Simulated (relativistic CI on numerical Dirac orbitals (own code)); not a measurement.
Calculated at this level of theory: Dirac-Coulomb-Breit CI, separate exchange-only KLI orbitals for each configuration, QED by a radiative potential, unscaled Slater integrals (own radial code, finite nucleus).

The strongest absorption lines from the ground level of an ion, among the configurations computed and to levels below about 2830 eV (vacuum wavelength in Å, gf): 4.4094 (0.05), 4.4281 (0.03), 5.0831 (0.11), 5.1268 (0.067), 7.1088 (0.36), 7.2819 (0.24), 59.795 (0.44), 117.49 (0.11).

(1) Which ion is it?
A. Gd LIV
B. Cd XXXVIII
C. Ba XLIV
D. Ba XLVI

Answers

(1) D. Ba XLVI has 11 electrons and the ground level 3s ²S1/2; the strongest line goes to 3p ²P°3/2. The pattern of lines fixes the number of electrons, and along that sequence the line energies rise steadily with the charge (about as its square where n changes within one kind of shell, about linearly where n is kept but much faster in heavy ions where fine structure, which grows about as Z⁴, sets the gap, and irregularly where shells cross), which fixes Z. Configurations outside the model, such as inner-shell arrays, can give stronger lines. At this charge energies of transitions that change n are usually good to better than 1 %, and those within a shell (Δn = 0) to a few per cent.
